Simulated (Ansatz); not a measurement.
Reactions of CH8GeN2 (`N[CH2][GeH2][NH2]`).

Calculated with Ansatz (gas phase, PBE0-D4/def2-TZVP geometries, no zero-point term in ΔE). CCSD(T)/CBS is the MP2 limit (def2-TZVPP, def2-QZVPP) plus CCSD(T) − MP2 in def2-TZVPP, frozen cores. This one scheme is used for every species. Functionals use def2-TZVPP. For Ge outer-core shells are correlated without core-valence functions, which leaves a few kJ/mol of doubt a bond. Scalar relativity is left out up to krypton. One conformer a species, not always the lowest.

```
                                                                   reaction  ωB97M-V (kJ/mol)  B2PLYP (kJ/mol)  PBE0-D4 (kJ/mol)  r2SCAN-D4 (kJ/mol)
                     `N[CH2][GeH2][NH2]` + H₂O → `[NH2][GeH2][OH]` + CH₃NH₂               -54              -61               -50                 -58
`N[CH2][GeH2][NH2]` + `C[SiH]1N=C1F` → `[CH3][GeH2][CH2]N` + `N[SiH]1N=C1F`               -54              -54               -52                 -53
        `N[CH2][GeH2][NH2]` + `N[SiH2]S` → `N[SiH2][S][GeH2][NH2]` + CH₃NH₂               -92              -89               -97                 -97
                        `N[CH2][GeH2][NH2]` + `BS` → `BSCN` + `[NH2][GeH3]`                21               22                18                  18
            `N[CH2][GeH2][NH2]` + `O[SiH3]` → `[NH2][GeH2][SiH2]O` + CH₃NH₂               -34              -33               -45                 -42
                  `N[CH2][GeH2][NH2]` + `C=NC` → `C/N=C\CN` + `[NH2][GeH3]`                 8               10                 6                   6
                `N[CH2][GeH2][NH2]` + `OBO` → `[NH2][GeH2][B](O)O` + CH₃NH₂                -2               -2                -8                  -7
                  `N[CH2][GeH2][NH2]` + `OBF` → `[NH2][GeH2][O]BF` + CH₃NH₂               -69              -74               -64                 -70
    `N[CH2][GeH2][NH2]` + `OCSC[SiH3]` → `[NH2][GeH2][CH2][SiH3]` + `NCSCO`               -34              -34               -36                 -38
```

Task: Give the CCSD(T)/CBS values in the same order. (Estimate.)

Result: Ansatz gave: -49, -55, -89, 24, -32, 12, -1, -66, -34 kJ/mol.

Largest T1 diagnostic: 0.015, for `BS`.
